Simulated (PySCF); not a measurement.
These are B3LYP-D3(BJ)/def2-TZVP // PBE0-D3(BJ)/def2-TZVP (PySCF) values and carry that method's errors. Isolated molecules, 0 K electronic values unless said otherwise. B3LYP has the VWN-RPA correlation part, as in Gaussian. Excitations are Tamm–Dancoff values on a coarser integration grid. The basis has no diffuse functions, so Rydberg states are missing or too high.

Reference species (SMILES): `[SnH2]([F])[F]` (neutral, multiplicity 1).

The S1 excitation (TDA) is 7.42 eV and the S1 oscillator strength is 0.000.

Changed species: `[F][SnH3]` (3 of 4 F replaced by H; the reference has 2 of 4 F replaced by H).

Q: Give the shifts of the S1 excitation (TDA) and S1 oscillator strength.

A: the S1 excitation (TDA) falls by 0.52 eV, to 6.90 eV; the S1 oscillator strength hardly moves.
